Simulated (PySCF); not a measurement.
**Assignment exercise: C$_{5}$H$_{14}$N$_{2}$Si$_{2}$**

Atoms are numbered as in `[CH3:1]/[CH:2]=[CH:3]\[Si@@H:4]1[CH2:5][NH:6][CH2:7][SiH2:8][NH:9]1` (H(Xn): hydrogen on atom n). Ha(C5), Ha(C7), Ha(Si8) are cis to C3 on the ring; Hb(C5), Hb(C7), Hb(Si8) are trans to C3 on the ring.

One conformer, in vacuum, non-relativistic Hamiltonian, fast rotation and ring inversion assumed for equivalent nuclei. Coordinates at the GFN2-xTB level; shielding tensors at PBE0/pcSseg-1 (GIAO); PySCF 2.14.

Scale: 13C and 1H vs TMS (reference shieldings calculated alike).

(1) Assign these signals to the numbered atoms. 13C{1H} NMR (computed): δ 154.9, 132.5, 40.2, 37.8, 24.2.

(2) Assign these signals to the numbered atoms. 1H NMR (600 MHz, computed): δ 6.79 (m, 1H), 5.70 (m, 1H), 5.30 (m, 1H), 5.00 (m, 1H), 4.75 (m, 1H), 2.82 (m, 1H), 2.79 (m, 1H), 2.59 (m, 1H), 2.41 (m, 1H), 1.95 (d, 3H), -0.25 (br s, 1H), -0.54 (br s, 1H).

Results:

(1) 
154.9 → C2, alkene CH: an sp2 carbon of a C=C bond
132.5 → C3, alkene CH
40.2 → C5, sp3 CH2 bonded to N and Si: deshielded by the electronegative neighbour
37.8 → C7, sp3 CH2 bonded to N and Si
24.2 → C1, allylic methyl carbon: saturated and bonded to C and H only

(2) 
| δ (ppm) | atoms | environment | reason |
| --- | --- | --- | --- |
| 6.79 | H(C2) | hydrogen on an alkene CH | a vinylic proton, deshielded by the sp2 carbon and the C=C anisotropy |
| 5.70 | H(C3) | hydrogen on an alkene CH | – |
| 5.30 | H(Si4) | hydrogen on a silicon bonded to 2 C, N, in a 6-membered ring | – |
| 5.00 | Hb(Si8) | hydrogen on a silicon bonded to C, N, in a 6-membered ring | – |
| 4.75 | Ha(Si8) | hydrogen on a silicon bonded to C, N, in a 6-membered ring | – |
| 2.82 | Hb(C5) | hydrogen on an sp3 CH2 bonded to N and Si | its carbon carries N, an electronegative neighbour |
| 2.79 | Hb(C7) | hydrogen on an sp3 CH2 bonded to N and Si | – |
| 2.59 | Ha(C7) | hydrogen on an sp3 CH2 bonded to N and Si | – |
| 2.41 | Ha(C5) | hydrogen on an sp3 CH2 bonded to N and Si | – |
| 1.95 | H(C1) | hydrogen on an allylic methyl carbon | allylic position |
| -0.25 | H(N6) | hydrogen on an amine nitrogen | exchangeable; this is the value without hydrogen bonding to other molecules |
| -0.54 | H(N9) | hydrogen on a nitrogen bonded to 2 Si, in a 6-membered ring | labile proton, position sensitive to the medium |

Hb(C5) and Hb(C7) lie closer than the usual error of such a calculation, so a measured spectrum could show them in the other order.

Exchangeable OH/NH protons stand at their gas-phase positions; hydrogen bonding in a real sample shifts them, mostly to higher δ. Shifts are as computed. Against solution values, carbons near 30 ppm lie about +3 ppm off and those near 130 ppm about +5 ppm. Of 1211 compounds with measured shifts, 218 miss one by over three times the rms of a fit or turn the order of signals round; such compounds aren't used in these exercises. No couplings were computed; multiplicities are counted from neighbouring protons, with m where these are inequivalent, close in shift, in a saturated or five-membered ring or joined by F or P, and br s for small geminal =CH2 splittings.
